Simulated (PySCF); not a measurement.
Compound: C7H9F3.
Z-matrix (Å and degrees, GFN2-xTB geometry), rows numbered from 1:
```
C 
C   1  1.4939
C   2  1.3266  1  123.72
C   3  1.4996  2  124.53  1   179.60
F   4  1.3820  3  109.17  2  -138.27
C   4  1.5246  3  112.26  2   -16.44
C   6  1.5212  4  107.59  3    46.74
F   7  1.3746  6  110.81  4   171.65
C   2  1.5114  1  115.19  3   176.79
F   9  1.3854  2  108.20  1   -78.32
H   1  1.0858  2  111.13  3    -0.42
H   1  1.0897  2  110.26  3   120.74
H   1  1.0894  2  109.40  3  -120.90
H   3  1.0801  2  120.71  1    -0.59
H   4  1.1023  3  109.65  2   107.07
H   6  1.0917  4  109.52  3   -72.02
H   6  1.0900  4  111.16  3   167.97
H   7  1.0991  6  111.07  4    54.03
H   9  1.0973  2  111.98  1    37.48
```

Definitions: NICS(0) = −σiso at the ring centroid; NICS(1) = −σiso and NICS(1)zz = −σzz at ±1 Å along the ring normal z. Level: GIAO PBE0/pcSseg-1 (PySCF, non-relativistic, gas phase) on the GFN2-xTB geometry, one conformer.

Ring bond lengths (Å), with Mayer bond orders in brackets: C2–C3 1.327 (1.81), C3–C4 1.500 (1.02), C4–C6 1.525 (1.03), C6–C7 1.521 (0.99), C7–C9 1.529 (0.98), C9–C2 1.511 (0.98).

**Question.** Give the NICS values of each ring in ppm.

**Answer.** 
| ring | type | NICS(0) | NICS(1), two faces | NICS(1)zz, two faces | rms pucker (Å) | centre to ring atoms, mean (Å) |
| --- | --- | --- | --- | --- | --- | --- |
| C2–C3–C4–C6–C7–C9 | 6-membered carbocycle; formal bonds 1 double, 5 single | -3.2 | -2.2 / -5.5 | 3.8 / -2.3 | 0.22 | 1.45 |

**Question.** What can be read from them?

**Answer.** 
- C2–C3–C4–C6–C7–C9: mean NICS(1)zz 0.8 ppm, near zero. C4, C6, C7, C9 have four or more neighbours, and the NICS criterion for π rings isn't applied. The two faces differ by 6.1 ppm, so no symmetry operation interchanges them.

**Question.** At the first NICS(1) probe listed for ring C2–C3–C4–C6–C7–C9, 1 Å off the ring, how large is the induced field along the normal in 7.05 T applied along it?

**Answer.** NICSzz × B0 = 3.8 ppm × 7.05 T = 27 μT, along the applied field.

**Question.** What are the shieldings of the ring atoms and their hydrogens in the same run (means over atoms taken as equivalent)?

**Answer.** 
```csv
atoms,environment,σ isotropic (ppm),"principal values of the symmetric part, first atom (ppm)"
C2,fully substituted alkene carbon,44.6,"-63.7, 41.6, 155.7"
C3,alkene CH carbon,48.8,"-52.1, 62.2, 136.3"
C4,sp3 C–F carbon,96.1,"62.9, 81.6, 143.9"
C6,ring CH2 carbon,152.7,"130.9, 153.1, 174.2"
C7,sp3 C–F carbon,96.1,"61.7, 80.6, 145.9"
C9,sp3 C–F carbon,96.4,"72.8, 85.6, 130.7"
H14,vinylic hydrogen,25.47,"22.9, 25.3, 28.2"
H15,methine hydrogen,26.44,"23.3, 26.7, 29.4"
H16,methylene hydrogen,29.13,"25.9, 29.2, 32.3"
H17,methylene hydrogen,29.25,"25.0, 28.0, 34.8"
H18,methine hydrogen,27.29,"23.8, 28.6, 29.4"
H19,methine hydrogen,26.77,"24.2, 25.6, 30.5"
```
